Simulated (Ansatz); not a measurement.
Species: cyclopenta-1,4-dien-1-ylsilane, C5H8Si (charge 0, singlet). SMILES: [SiH3]C1=CCC=C1
Structure (B3LYP-D3(BJ)/def2-TZVP (Ansatz, a program for electronic structure) minimum search):
```
C
C 1 1.3512
H 2 1.0806 1 126.23
C 1 1.4766 2 107.65 3 -180.00
C 4 1.3423 1 110.02 2 0.00
H 5 1.0798 4 126.76 1 180.00
H 4 1.0813 5 125.81 6 0.00
C 5 1.4992 6 124.08 4 180.00
H 8 1.0969 5 112.24 6 -59.58
H 8 1.0969 9 105.91 2 122.07
Si 1 1.8579 2 125.78 3 0.00
H 11 1.4814 1 109.23 2 0.00
H 11 1.4839 12 109.20 1 121.38
H 11 1.4839 12 109.20 13 117.23
```

Parts of the frozen-core correlation energy in cc-pV(D+d)Z (Ansatz, hartree). Frozen orbitals: 10; correlated occupied orbitals by spin: 16 and 16; virtual: 107 and 107. Spin-orbit coupling is left out. No relativistic terms. The restricted reference is unstable.

```json
[
 {"term": "reference (HF)", "value": "-482.91166"},
 {"term": "MP2 opposite-spin", "value": "-0.58051"},
 {"term": "MP2 same-spin", "value": "-0.18339"},
 {"term": "CCSD correlation", "value": "-0.82565"},
 {"term": "(T)", "value": "-0.03240"},
 {"term": "T1 diagnostic", "value": "0.011"},
 {"term": "largest doubles amplitude", "value": "0.088"}
]
```
